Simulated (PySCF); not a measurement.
# Spectroscopy problems

Fast rotation and ring inversion assumed for equivalent nuclei, isolated molecule, a single conformation, non-relativistic. Geometry: GFN2-xTB; σ from GIAO-PBE0/pcSseg-1; PySCF.

Scale: TMS for 1H, 13C (reference shieldings calculated alike). Splittings of carbon signals by F and P are missing where no couplings were computed. Where no couplings were computed, multiplicities follow the n + 1 count of equivalent neighbours, and m marks all less simple cases (inequivalent or close neighbours, rings, F or P nearby). Shifts are as computed. Against solution values, carbons near 30 ppm lie about +3 ppm off and those near 130 ppm about +5 ppm. Of 1211 compounds with measured shifts, 218 miss one by over three times the rms of a fit or turn the order of signals round; such compounds aren't used in these exercises.

**Question.** C8H17P. 1H NMR (400 MHz, computed): δ 1.99 (m, 2H), 1.90 (m, 2H), 1.38 (m, 2H), 1.15 (m, 3H), 1.14 (m, 2H), 1.07 (m, 2H), 1.05 (m, 1H), 0.95 (m, 3H). 13C{1H} NMR (computed): δ 38.7 (CH), 36.7 (CH2), 33.0 (CH2), 31.9 (CH2), 25.7 (CH3), 12.4 (CH3). Identify the compound.

**Answer.** `CCP1CCC(C)CC1`. 6 carbon signals for 8 carbons: some carbons are equivalent by symmetry or fast rotation. Carbon types of the structure: 1 × CH, 5 × CH2, 2 × CH3, which accounts for all hydrogens. δC 38.7: sp3 CH in a ring; aliphatic region, no heteroatom directly attached. δC 36.7: sp3 CH2 in a ring; saturated and bonded to C and H only. δC 25.7, 12.4: methyl carbon; a saturated carbon with 1 carbon neighbour and no heteroatom attached. δH 1.05: hydrogen on an sp3 CH in a ring; far from electronegative atoms and π systems.

This is the structure that produced the data.

**Question.** C6H6O2Si. 1H NMR (500 MHz, computed): δ 10.59 (d, 1H), 5.53 (m, 1H), 5.29 (m, 1H), 4.16 (m, 1H), 3.19 (m, 1H), 2.45 (d, 1H). 13C{1H} NMR (computed): δ 226.2 (C), 205.7 (CH), 91.3 (CH), 78.5 (C), 57.5 (CH), 37.0 (CH). Give a structure.

**Answer.** SMILES C#C[C@@H]1C(=O)[SiH2][C@@H]1C=O. Rings plus π bonds: 5 (1 ring in the answer). 6 carbon signals for 6 carbons: no two carbons are equivalent. Carbon types of the structure: 2 × C, 4 × CH, leaving 2 H on heteroatoms. δC 205.7: aldehyde carbonyl carbon; low-lying n→π* states of the double bond to the heteroatom give a large paramagnetic term (-264 ppm). δC 91.3: terminal alkyne carbon; sp carbons lie upfield of alkene carbons because the cylindrical π system leaves one tensor component strongly shielded. δC 78.5: alkyne carbon; sp carbons lie upfield of alkene carbons because the cylindrical π system leaves one tensor component strongly shielded. δH 10.59: hydrogen on an aldehyde carbonyl carbon; the formyl region, downfield of aromatic protons.

This is the structure that produced the data.
